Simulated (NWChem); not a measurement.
C₂H₃NO₂Si; SMILES C1=NC(=O)O[SiH2]1

```xyz
9

O     -0.3683    -2.2528     0.0000
C     -0.1046    -1.0953     0.0000
N      1.2513    -0.6017     0.0000
C      1.3354     0.6721     0.0000
Si    -0.3984     1.4437     0.0000
O     -1.0517    -0.1189     0.0000
H      2.3336     1.1320     0.0000
H     -0.7702     2.1904    -1.2292
H     -0.7702     2.1904     1.2292
```
Atoms are numbered in this order, from 1.

All runs: NWChem. Medium grid unless said otherwise, to which SCAN and Minnesota functionals are sensitive. All runs use the structure optimised with PBE0/def2-SVP. Total energies of different functionals are on different scales.

```
level                  energy (Ha)  highest occupied level (eV)  orbital gap (eV)  dipole (D)  relative time
---------------------  -----------  ---------------------------  ----------------  ----------  -------------
B3LYP/def2-SVP           -572.4365                        -7.80              5.27        5.18              1
Hartree-Fock/def2-SVP    -570.3001                       -11.91             13.51        6.30              1
r2SCAN/def2-SVP          -572.2467                        -6.93              3.63        5.16              1
PW6B95/def2-SVP          -573.0102                        -8.21              5.93        5.23              1
CAM-B3LYP/def2-SVP       -572.3109                        -9.46              8.36        5.36              6
```

Times are rough ratios from one shared machine.
